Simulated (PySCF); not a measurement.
# Potassium: highly charged ions in a basis for the neutral atom

K⁷⁺ [Ne] 3s2, K⁸⁺ [Ne] 3s1. Calculation: PySCF 2.14, in aug-cc-pVDZ-X2C; scalar relativity by spin-free X2C-1e. No spin-orbit coupling, so a gap to NIST mixes the basis error with missing relativistic terms.

Changed run: basis of the neutral atom used for a highly charged ion. This setting is unsound on purpose.

| species | method | sound run (hartree) | changed run (hartree) | converged |
| --- | --- | --- | --- | --- |
| K⁷⁺ | UHF | not run | -585.22356 | yes |
| K⁷⁺ | r2SCAN | not run | -585.67723 | yes |
| K⁷⁺ | PBE | not run | -585.51688 | yes |
| K⁸⁺ | UHF | not run | -579.67219 | yes |
| K⁸⁺ | r2SCAN | not run | -580.09164 | yes |
| K⁸⁺ | PBE | not run | -579.89371 | yes |

Ionisation energy of K⁷⁺:

```tsv
method	changed run (eV)	NIST (eV)
UHF	151.06	154.87 ± 0.05
r2SCAN	151.99	154.87 ± 0.05
PBE	153.01	154.87 ± 0.05
```

The contracted functions were made for the neutral atom and can be too rigid for a highly charged ion.
